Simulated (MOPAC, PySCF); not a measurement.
C₄H₄O₂, SMILES `O=C1CC=CO1`, neutral singlet in the gas phase. 

Z-matrix (Å, degrees):
```
C
H 1 1.0913
H 1 1.0913 2 107.10
C 1 1.4943 2 114.28 3 127.64
C 4 1.3199 1 107.71 2 118.07
H 4 1.0765 5 125.94 1 -180.00
H 5 1.0771 4 131.48 6 0.00
O 5 1.3814 7 114.63 4 180.00
C 8 1.3761 5 108.15 7 -180.00
O 9 1.1860 8 122.17 5 180.00
```
Charge 0, spin multiplicity 1.

All levels are single points at this geometry (CAM-B3LYP-D3(BJ)/def2-TZVP); Pople sets use spherical d functions. Orbital energies aren't observables, and empty levels follow the basis.

B3LYP/6-31G* in PySCF gives HOMO (eV) = -6.79.

Q: Estimate the HOMO (eV) from each of these levels: CAM-B3LYP-D3(BJ)/def2-TZVP in PySCF; PBE-D3(BJ)/def2-TZVP in PySCF; TPSSh-D3(BJ)/def2-TZVP in PySCF; B3LYP/3-21G in PySCF; B3LYP/6-311+G** in PySCF; PBE/6-31G* in PySCF; HF/3-21G in PySCF; HF/6-31G* in PySCF; HF/STO-3G in PySCF; AM1 in MOPAC; PM3 in MOPAC; PM7 in MOPAC.

A: 
```json
[
 {"level": "CAM-B3LYP-D3(BJ)/def2-TZVP in PySCF", "HOMO (eV)": "-8.69"},
 {"level": "PBE-D3(BJ)/def2-TZVP in PySCF", "HOMO (eV)": "-6.15"},
 {"level": "TPSSh-D3(BJ)/def2-TZVP in PySCF", "HOMO (eV)": "-6.64"},
 {"level": "B3LYP/3-21G in PySCF", "HOMO (eV)": "-6.75"},
 {"level": "B3LYP/6-311+G** in PySCF", "HOMO (eV)": "-7.20"},
 {"level": "PBE/6-31G* in PySCF", "HOMO (eV)": "-5.78"},
 {"level": "HF/3-21G in PySCF", "HOMO (eV)": "-9.93"},
 {"level": "HF/6-31G* in PySCF", "HOMO (eV)": "-9.89"},
 {"level": "HF/STO-3G in PySCF", "HOMO (eV)": "-7.69"},
 {"level": "AM1 in MOPAC", "HOMO (eV)": "-10.17"},
 {"level": "PM3 in MOPAC", "HOMO (eV)": "-10.17"},
 {"level": "PM7 in MOPAC", "HOMO (eV)": "-10.27"}
]
```
